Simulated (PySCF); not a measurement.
## Structure revision by computed shifts

A compound C$_{8}$H$_{12}$Si gives the data below (simulated from a calculation) and was assigned the structure `C[C@@H]1[SiH2]CC2=C1C=CC2`.

¹³C{¹H} NMR (computed): δ 177.5 (C), 148.2 (CH), 124.9 (CH), 118.3 (CH2), 35.9 (CH2, 2C), 32.5 (CH), 16.9 (CH).

¹H NMR (300 MHz, computed): δ 6.59 (m, 1H), 5.74 (t, 1H), 5.51 (m, 1H), 5.38 (m, 1H), 4.60 (m, 2H), 2.96 (m, 1H), 2.70 (m, 2H), 1.86 (m, 1H), 1.65 (m, 2H).

PySCF 2.14.0 with density-fitted response routines calculation with GIAO PBE0/pcSseg-1 shieldings and GFN2-xTB geometry; one conformer, no solvent, fast rotation and ring inversion assumed for equivalent nuclei, non-relativistic.

Chemical shifts δ = σref − σ; ¹H (σ = 31.72 ppm) and ¹³C (σ = 186.93 ppm) vs TMS, all at this level.

(1) Compare with the shifts computed for the proposed structure, pairing carbons in order of shift.

(2) Which isomer fits?

Results:

(1) Numbering as in the mapped SMILES `[CH3:1][C@@H:2]1[SiH2:3][CH2:4][C:5]2=[C:6]1[CH:7]=[CH:8][CH2:9]2` (H(Xn): hydrogen on atom n).

```
atom  computed for proposal  given list  difference
  C6                  160.6       177.5       -16.9
  C5                  154.5       148.2        +6.3
  C8                  142.8       124.9       +17.9
  C7                  138.2       118.3       +19.9
  C9                   45.2        35.9        +9.3
  C2                   23.3        35.9       -12.6
  C1                   21.3        32.5       -11.2
  C4                   13.4        16.9        -3.5
```

The rms difference is 13.4 ppm and the largest +19.9 ppm at C7 (alkene CH). The proposal also would give 8 carbon signals, not 7. The carbon types in order of shift don't match either: C, C, CH, CH, CH2, CH, CH3, CH2 for the proposal against C, CH, CH, CH2, CH2, CH2, CH, CH in the data. The proposal doesn't fit.

(2) SMILES C=CC1=C[SiH2][C@H]2C[C@@H]1C2.

1. Carbon types of the structure: 1 × C, 4 × CH, 3 × CH2, leaving 2 H on heteroatoms.
2. δC 177.5: fully substituted alkene carbon.
3. δC 148.2, 124.9: alkene CH; the olefinic region.
4. δC 118.3: terminal =CH2 carbon; an sp2 carbon of a C=C bond.
5. δC 35.9: sp3 CH2 in a ring; saturated and bonded to C and H only.

Other isomers checked: C[Si@@H]1C=CC=C1C1CC1 (rms 15.9 ppm); C=C[C@@]1(C#CC)[SiH2][C@@H]1C (rms 25.9 ppm).

This is the structure that produced the data.

Shifts are as computed. Against solution values, carbons near 30 ppm lie about +3 ppm off and those near 130 ppm about +5 ppm. Of 1211 compounds with measured shifts, 218 miss one by over three times the rms of a fit or turn the order of signals round; such compounds aren't used in these exercises. Multiplicities follow the n + 1 count of equivalent neighbours, as no J values were calculated; m marks all less simple cases, F and P coupling included.
